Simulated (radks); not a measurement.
Sr II, configuration [Kr] 5s1.

Method: scalar-relativistic Kohn-Sham, LDA (Slater exchange, VWN5 correlation), spin-polarised, spherical densities, finite nucleus; open shells are filled with parallel spins first (spin-orbit coupling, left out, can overturn this in heavy ions); Fermi nuclear charge, rms radius 4.224 fm; computed with a radial shooting solver on a logarithmic mesh with Libxc functionals.

Energy parts (eV):
part                       energy
total                  -86412.045
kinetic                 88583.968
electron-nucleus      -207975.853
Hartree                 35729.961
exchange-correlation    -2750.121

Orbitals (lengths in bohr, moments of r in powers of bohr; <r^-3> diverges for s and p1/2):
| orbital | occ. | eigenvalue (eV) | <r> | <r^4> | <r^2> | <r^-3> |
|---|---|---|---|---|---|---|
| 1s up | 1 | -15919.01 | 0.03921 | 0.00001107 | 0.002072 | - |
| 1s down | 1 | -15919.00 | 0.03921 | 0.00001107 | 0.002072 | - |
| 2s up | 1 | -2161.574 | 0.1727 | 0.002132 | 0.03516 | - |
| 2s down | 1 | -2161.562 | 0.1727 | 0.002132 | 0.03516 | - |
| 2p up | 3 | -1923.097 | 0.1505 | 0.001532 | 0.02769 | 1800 |
| 2p down | 3 | -1923.085 | 0.1505 | 0.001532 | 0.02769 | 1800 |
| 3s up | 1 | -339.1571 | 0.4931 | 0.1224 | 0.2792 | - |
| 3s down | 1 | -339.1366 | 0.4931 | 0.1224 | 0.2792 | - |
| 3p up | 3 | -262.2066 | 0.4992 | 0.1410 | 0.2911 | 279.1 |
| 3p down | 3 | -262.1850 | 0.4992 | 0.1410 | 0.2911 | 279.1 |
| 3d up | 5 | -134.6922 | 0.4986 | 0.1879 | 0.3033 | 35.28 |
| 3d down | 5 | -134.6688 | 0.4986 | 0.1878 | 0.3032 | 35.28 |
| 4s up | 1 | -47.3331 | 1.355 | 6.776 | 2.089 | - |
| 4s down | 1 | -47.2549 | 1.353 | 6.707 | 2.082 | - |
| 4p up | 3 | -29.2488 | 1.565 | 13.17 | 2.826 | 31.64 |
| 4p down | 3 | -29.1240 | 1.558 | 12.79 | 2.795 | 31.86 |
| 5s up | 1 | -8.8713 | 3.824 | 402.6 | 16.45 | - |
| 5s down | 0 | -8.1128 | 3.875 | 438.3 | 16.98 | - |

The highest occupied level is 5s up at -8.871 eV. The electron density at the nucleus is 6.169e+04 e/bohr^3 (large components only). The density falls to 0.001 e/bohr^3 at r = 4.46 bohr. Summed over all electrons, <r^2> = 43.06 bohr^2, which gives a Langevin (diamagnetic) susceptibility term of -34.1 x 10^-6 cm^3/mol.
